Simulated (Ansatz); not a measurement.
`CCCCCCCCCCO`. Total charge 0; triplet. Geometry PBE0-D4/def2-SVP, that of the neutral singlet; atoms count from 1.

Cartesian coordinates in Å:
```
C 0.9438 -3.4436 4.3470
C 0.7925 -2.1331 3.5914
C 0.1925 -2.2989 2.2019
C 0.0324 -0.9907 1.4410
C -0.5697 -1.1665 0.0528
C -0.8189 0.1304 -0.7111
C 0.4455 0.8989 -1.0781
C 0.2009 2.1902 -1.8533
C -0.4042 2.0051 -3.2396
C -0.5434 3.3072 -4.0150
O -1.4188 4.2238 -3.4111
H 1.5975 -4.1453 3.8038
H -0.0300 -3.9419 4.4818
H 1.3791 -3.2904 5.3462
H 0.1633 -1.4382 4.1759
H 1.7768 -1.6393 3.5038
H 0.8229 -2.9898 1.6121
H -0.7917 -2.7958 2.2862
H -0.6037 -0.3023 2.0279
H 1.0177 -0.4975 1.3680
H 0.0868 -1.8227 -0.5481
H -1.5250 -1.7116 0.1494
H -1.4798 0.7852 -0.1133
H -1.3836 -0.1058 -1.6281
H 1.0053 1.1438 -0.1602
H 1.1102 0.2417 -1.6690
H 1.1591 2.7322 -1.9534
H -0.4606 2.8422 -1.2524
H 0.2242 1.3107 -3.8254
H -1.4016 1.5415 -3.1617
H -0.9569 3.1005 -5.0150
H 0.4624 3.7508 -4.1738
H -1.0248 4.5094 -2.5806
```

At PBE0-D4/def2-TZVP a singlet of charge 0 lies 6.91 eV below the triplet at the same geometry.

Question: Estimate the Mulliken populations of the heavy atoms from the PBE0/def2-TZVP orbitals of Ansatz.

Answer: 
```tsv
atom	charge (e)	spin (α − β)
C1	-0.36	0.00
C2	-0.16	0.00
C3	-0.21	0.00
C4	-0.24	0.00
C5	-0.14	0.00
C6	-0.20	0.00
C7	-0.25	0.05
C8	0.02	-0.21
C9	-0.31	0.16
C10	0.02	-0.03
O11	0.28	0.58
```
Mulliken values depend strongly on the basis.

Question: Where does the spin sit?

Answer: Summed by element: C -0.03, O 0.58, H 1.45, of 2 unpaired in all. Largest on single atoms: H33 0.93, O11 0.58, H32 0.22.

Question: And the Mayer bond orders between heavy atoms (over 0.3)?

Answer: C1–C2 1.01 (1.52 Å); C2–C3 1.02 (1.52 Å); C3–C4 1.03 (1.52 Å); C4–C5 1.02 (1.52 Å); C5–C6 1.01 (1.53 Å); C6–C7 1.01 (1.52 Å); C7–C8 0.94 (1.53 Å); C8–C9 0.96 (1.52 Å); C9–C10 0.93 (1.52 Å); C10–O11 1.07 (1.40 Å).
